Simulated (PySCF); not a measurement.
**Electron correlation in Nb³⁺ (niobium, charge +3)**

[Kr] 4d2, high-spin 3F determinant. Computed with PySCF 2.14 in aug-cc-pVTZ-DK (9s8p6d3f2g, 102 functions), with the spin-free X2C one-electron Hamiltonian (Gaussian nucleus). Frozen: [Kr]; 2 electrons correlated.

With two correlated electrons CCSD is exact within the correlated space (frozen core and kept virtual orbitals).

```json
{"level": "CCSD", "correlation energy (mhartree)": "-4.62"}
```

Diagnostics: T1 = 0.00067, D1 = 0.0009, largest double amplitude 0.010.

Cost of the coupled-cluster step: of the order of 14 core-seconds, for 2 correlated electrons.

Iterations:

```
CC2 = 0
CCSD nocc = (np.int64(2), np.int64(0)), nmo = (84, 84)
frozen orbitals [[0, 1, 2, 3, 4, 5, 6, 7, 8, 9, 10, 11, 12, 13, 14, 15, 16, 17], [0, 1, 2, 3, 4, 5, 6, 7, 8, 9, 10, 11, 12, 13, 14, 15, 16, 17]]
max_cycle = 100
direct = 0
conv_tol = 1e-08
conv_tol_normt = 1e-06
diis_space = 8
diis_start_cycle = 0
Init t2, MP2 energy = -0.00360329664982462
Init E_corr(UCCSD) = -0.00360329664985467
cycle = 1  E_corr(UCCSD) = -0.004381023412198  dE = -0.000777726762  norm(t1,t2) = 0.00730763
cycle = 2  E_corr(UCCSD) = -0.004559519813921  dE = -0.000178496402  norm(t1,t2) = 0.00185897
cycle = 3  E_corr(UCCSD) = -0.00461801930254987  dE = -5.84994886e-05  norm(t1,t2) = 0.000505502
cycle = 4  E_corr(UCCSD) = -0.00461707103818552  dE = 9.48264364e-07  norm(t1,t2) = 3.76804e-05
cycle = 5  E_corr(UCCSD) = -0.00461711007956412  dE = -3.90413786e-08  norm(t1,t2) = 3.73899e-06
cycle = 6  E_corr(UCCSD) = -0.00461711198686385  dE = -1.90729973e-09  norm(t1,t2) = 5.00401e-07
UCCSD converged
E(UCCSD) = -3815.546646658751  E_corr = -0.004617111986863848
```
